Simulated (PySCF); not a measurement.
Ligand exchange on a metal centre used in film growth or etching (Hf Cl-Br). Gas-phase values, no solvent.

Quantity: redistribution energy (mixed species minus the weighted end members), in eV.

Case: 3 of 4 Cl replaced by Br: [Hf(Cl)(Br)3]. The other species in the difference include [Hf(Cl)4] (neutral, multiplicity 1). Geometry of [Hf(Cl)(Br)3] (neutral, multiplicity 1, Å):

```xyz
5

Hf    -0.0017     0.0003    -0.0068
Cl    -1.2206     1.9616     0.3474
Br    -0.7689    -1.7550     1.5737
Br    -0.3457    -0.7890    -2.3366
Br     2.4155     0.4364     0.3637
```

Give the redistribution energy (mixed species minus the weighted end members) at the level B3LYP/6-31G* (LANL2DZ on Hf) // BP86-D3(BJ)/def2-SVP (PySCF).

-0.001 eV.
